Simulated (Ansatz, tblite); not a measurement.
Removing and adding an electron: `CCCCCCCCCCCCCCSC(C)=O`. Total charge 0; singlet. Geometry: PBE-D4/def2-SVP. Ansatz, gas phase; energy differences of separate SCF runs; the oxidised species was run as a doublet alone; the reduced species was run as a doublet alone.

Cartesian coordinates in Å:
```
C 4.036 7.941 0.754
C 3.569 6.490 0.885
C 4.154 5.566 -0.189
C 3.766 4.087 -0.056
C 2.274 3.791 -0.244
C 1.933 2.299 -0.194
C 0.444 1.993 -0.373
C 0.107 0.500 -0.343
C -1.386 0.203 -0.517
C -1.750 -1.287 -0.577
C -1.482 -2.061 0.720
C -1.850 -3.550 0.668
C -3.349 -3.833 0.509
C -3.726 -5.310 0.610
S -3.002 -6.279 -0.770
C -3.675 -7.897 -0.346
C -3.272 -8.980 -1.328
O -4.381 -8.079 0.628
H 3.747 8.369 -0.229
H 5.141 8.018 0.832
H 3.600 8.588 1.541
H 2.458 6.457 0.846
H 3.844 6.097 1.890
H 5.264 5.651 -0.165
H 3.849 5.937 -1.195
H 4.091 3.710 0.940
H 4.342 3.495 -0.801
H 1.679 4.323 0.532
H 1.937 4.212 -1.219
H 2.515 1.763 -0.978
H 2.282 1.875 0.775
H 0.091 2.431 -1.334
H -0.137 2.517 0.421
H 0.475 0.067 0.614
H 0.679 -0.021 -1.145
H -1.741 0.698 -1.448
H -1.954 0.686 0.312
H -2.824 -1.377 -0.847
H -1.189 -1.770 -1.410
H -2.036 -1.575 1.556
H -0.406 -1.976 0.985
H -1.292 -4.041 -0.161
H -1.495 -4.045 1.599
H -3.908 -3.294 1.306
H -3.723 -3.423 -0.454
H -4.823 -5.461 0.575
H -3.366 -5.761 1.557
H -3.665 -8.749 -2.338
H -3.680 -9.948 -0.983
H -2.168 -9.043 -1.408
```

The xTB rows come from tblite. Single mean-field runs in def2-TZVP are fitted with def2-universal-jkfit. HOMO above LUMO, or a gap near zero within one spin, warns that the state may not be the lowest or that an electron is smeared out.

| level | −HOMO (eV) | vertical IE (eV) | −LUMO (eV) | vertical EA (eV) | HOMO–LUMO gap (eV) | IE − EA (eV) | remarks |
| --- | --- | --- | --- | --- | --- | --- | --- |
| GFN1-xTB | 11.60 | 13.72 | 7.59 | 4.17 | 4.01 | 9.56 | – |
| GFN2-xTB | 10.55 | 12.44 | 7.09 | 3.59 | 3.47 | 8.85 | – |
| PBE-D4/def2-TZVP | 5.94 | 8.20 | 1.56 | -0.75 | 4.38 | 8.95 | HOMO above zero (-1 doublet), gap within one spin near zero (+1 doublet), gap within one spin near zero (-1 doublet) |
| PBE0-D4/def2-TZVP | 7.13 | 8.89 | 0.51 | -1.13 | 6.62 | 10.02 | HOMO above zero (-1 doublet) |
| ωB97X-V/def2-TZVP | 9.46 | 9.19 | -1.79 | -1.42 | 11.25 | 10.61 | HOMO above zero (-1 doublet) |

   A HOMO above zero means that the electron is unbound at that level or that self-interaction error raises the level; the energy of removing that electron tells which. Raw xTB energy differences between charge states are shifted by several eV; the methods need an empirical correction for them. Sets without diffuse functions give affinities that are too small. A negative affinity means that the extra electron isn't bound; its size then hangs on the basis.
